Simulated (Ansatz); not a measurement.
Input file for Ansatz (a first-principles code): R-CCSD(T)/cc-pVDZ on HF (SMILES F).

Ansatz 0.2 input:
```yaml
crystal:
  periodic: [false, false, false]
  atoms:
    - {symbol: H, position_ang: [0.00000000, -0.00000000, -0.46223990]}
    - {symbol: F, position_ang: [-0.00000000, 0.00000000, 0.46223990]}
basis:
  gaussian:
    orbitals: cc-pVDZ
magnetization: {spin_polarized: false}
correlation: {method: ccsd_t, electrons: outside_noble_gas}
scf: {lower_state_search: off}
```

Program output:

```
WARN ansatz: RAYON_NUM_THREADS=1 ignored (pool sized by the plan → 1); use --threads N
Functional definition: HF
these checks for a lower state are left out or cut short: stability, starts, cluster_reference, orbital_swaps, neighbouring_geometries, increment
integrals: 0.00 GiB planned
173 factors; integrals over basis functions are off by at most 1.5e-3 eV
mean field: 0.04 GiB planned
mean field evaluation 1: about -2720.7556 eV, gradient 2.3e1 eV
mean field evaluation 2: about -2720.7557 eV, gradient 2.3e1 eV
mean field evaluation 4: about -2721.6523 eV, gradient 1.2e0 eV
mean field evaluation 8: about -2721.6575 eV, gradient 2.4e-5 eV
mean field -2721.65751300 eV, -100.0190687971 hartree, gradient 8.2e-7 eV, S^2 0.000000; 0 other end points of the search recorded, 0 dependent functions left out
1 core orbitals not correlated
reference -2721.65751300 eV, -100.0190687971 hartree; 4, 4 occupied and 14, 14 virtual orbitals, 173 factors
second order -5.49536029 eV of doubles, -0.00000000 eV of singles
coupled cluster: 0.04 GiB planned
cycle   1  -5.54501037 eV  change   -5.0e-2 eV  update   2.9e-2
cycle   2  -5.62204660 eV  change   -7.7e-2 eV  update   7.9e-3
cycle   3  -5.63722657 eV  change   -1.5e-2 eV  update   2.9e-3
cycle   4  -5.63616941 eV  change    1.1e-3 eV  update   4.7e-4
cycle   5  -5.63624822 eV  change   -7.9e-5 eV  update   1.4e-4
cycle   6  -5.63624545 eV  change    2.8e-6 eV  update   3.7e-5
cycle   7  -5.63622545 eV  change    2.0e-5 eV  update   8.4e-6
cycle   8  -5.63622563 eV  change   -1.8e-7 eV  update   1.3e-6
perturbative correction -0.05268399 eV, -0.0019361008 hartree
Total energy: -2727.34642262 eV, -100.2281323694 hartree
Checks for a lower state left out: stability, starts, cluster_reference, orbital_swaps, neighbouring_geometries, increment
```

The calculation finished and met its thresholds.

Cost: very roughly 0.22 core-seconds.
